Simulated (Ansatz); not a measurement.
`O[SiH2][Si](O)(F)F` + `[SiH3]`• → `O[SiH][Si](O)(F)F`• + SiH₄  (hydrogen abstraction from the Si–H bond)

Program: Ansatz. Geometries: PBE0-D4/def2-TZVP. ΔE: electronic, gas phase. CCSD(T)/CBS is the MP2 limit (def2-TZVPP, def2-QZVPP) plus CCSD(T) − MP2 in def2-TZVPP, frozen cores. This one scheme is used for every species. Open shells (•) are unrestricted, without spin–orbit coupling. Each species was taken in one conformer, which may not be the lowest.

`O[SiH2][Si](O)(F)F`:

Cartesian coordinates in Å:
```
O 2.262 0.306 -0.739
Si 0.657 0.617 -0.955
Si -0.600 -0.303 0.793
O -2.177 -0.272 0.415
F -0.121 -1.803 1.060
F -0.367 0.432 2.187
H 2.530 -0.607 -0.621
H 0.140 0.053 -2.232
H 0.516 2.092 -0.973
H -2.840 -0.515 1.064
```

`[SiH3]`•:

```xyz
4

Si   -0.292   -0.102   -0.134
H     0.674   -1.225   -0.251
H    -0.548    0.243    1.288
H     0.166    1.085   -0.902
```

`O[SiH][Si](O)(F)F`•:

Z-matrix (Å, degrees):
```
Si
Si 1 2.331
F 1 1.594 2 117.5
O 1 1.622 2 108.6 3 -123.9
F 1 1.596 2 106.7 3 116.2
O 2 1.652 1 112.0 3 -71.4
H 2 1.486 1 113.9 3 49.0
H 4 0.959 1 119.8 2 163.5
H 6 0.960 2 117.1 1 -48.3
```

SiH₄:

Z-matrix (Å, degrees):
```
Si
H 1 1.485
H 1 1.485 2 109.5
H 1 1.485 2 109.5 3 -120.0
H 1 1.485 2 109.5 3 120.0
```

```tsv
species	CCSD(T)/CBS(def2) energy (Eh)
`O[SiH2][Si](O)(F)F`	-930.73712
`[SiH3]`•	-290.80808
`O[SiH][Si](O)(F)F`•	-930.08584
SiH₄	-291.46306
```

(1) Work out ΔE.

Largest T1 diagnostic among the species: 0.015.

Answers

(1) ΔE = (-930.08584) + (-291.46306) − (-930.73712) − (-290.80808) = -0.00370 Eh = -9.7 kJ/mol.

In def2-TZVPP, CCSD(T) changes the Hartree–Fock value by −5.6 kJ/mol (the triples alone add −1.4 kJ/mol) and MP2 by −4.0 kJ/mol. From PBE to PBE0 (25 % exact exchange), in def2-TZVPP and without D4, ΔE moves by +4.2 kJ/mol.
